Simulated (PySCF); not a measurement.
Precursor series Hf OH-H. All species are isolated molecules in the gas phase. One relaxed conformer stands for each flexible species; it need not be the lowest.

All values below come from PBE-D3(BJ)/def2-TZVP // r2SCAN-D4/def2-SVP (PySCF 2.14.0). All candidates: neutral, multiplicity 1. 

| Quantity | Value |
|---|---|
| HOMO–LUMO gap | 6.13 eV |
| HOMO | -6.72 eV |
| LUMO | -0.59 eV |

Q: Name which member has these values.
A. [Hf(H)4]
B. [Hf(OH)4]
C. [Hf(OH)2(H)2]
D. [Hf(OH)3(H)]

A: B, [Hf(OH)4]. The others give [Hf(H)4]: 4.05 eV, -7.12 eV, -3.07 eV; [Hf(OH)2(H)2]: 4.41 eV, -6.29 eV, -1.88 eV; [Hf(OH)3(H)]: 5.81 eV, -6.37 eV, -0.56 eV
